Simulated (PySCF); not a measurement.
Vertical excitations of a molecule C3H7BFNO from TDA-PBE/def2-SVPD (PySCF), as energy in eV (oscillator strength): 5.04 (0.005), 5.86 (0.000), 6.32 (0.000), 6.39 (0.504), 6.58 (0.009), 6.69 (0.086). Lowest triplet (TDA): 4.16 eV. Coordinates come from a r2SCAN-D4/def2-SVP optimisation. Other conformers were not sampled.

Question: Pick the molecule that these values belong to.
A) C=CCOB(N)F
B) C/C=C/OB(N)F
C) C=COB(N)CF
D) CC/N=C/B(O)F

Answer: B, C/C=C/OB(N)F
